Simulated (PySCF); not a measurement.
Basis and Hamiltonian dependence of the excitation energy of Si(2+)

Si(2+) [Ne] 3s2 (1S) → Si(2+) [Ne] 3s1 4s1 (3S). Calculated with PySCF 2.14 from differences of total energies of unrestricted determinants, without spin-orbit coupling. Values in eV.

```
                                                         basis       Hamiltonian  functions     UHF     LDA    PBE0  MP2 (valence)  CCSD(T) (valence)  CCSD(T) (valence and next inner shell)
                                                 aug-cc-pwCVDZ  non-relativistic         36  18.030  19.060  18.881         18.713             19.000                                  19.104
                                                   def2-TZVPPD  non-relativistic         48  17.835  18.821  18.643         18.582             18.828                                  18.940
                                                    dyall-av2z  non-relativistic         50  17.876  18.856  18.684         18.560             18.845                                     n/a
x2c-TZVPPall with one added diffuse shell each of s, p, d type     spin-free X2C         51  17.910  18.894  18.717         18.650             18.893                                  19.007
                                               aug-cc-pCVTZ-DK     spin-free X2C         75  17.848  18.828  18.634         18.602             18.843                                  18.965
                                                    dyall-av3z  non-relativistic         84  17.795  18.770  18.578         18.555             18.801                                     n/a
                                                    dyall-av3z     spin-free X2C         84  17.840  18.817  18.624         18.598             18.843                                     n/a
                                                   dyall-acv3z  non-relativistic        113  17.795  18.770  18.578         18.565             18.804                                     n/a
```

Estimate the row for aug-cc-pV(Q+d)Z with one added diffuse shell each of s, p, d, f, g type (non-relativistic, 114 functions).

From the rows with the same Hamiltonian and similar size; the calculation gives UHF 17.80; LDA 18.78; PBE0 18.58; MP2 (valence) 18.58 (eV).

Frozen in the all-electron rows: valence and next inner shell: 1s2; valence: [Ne].
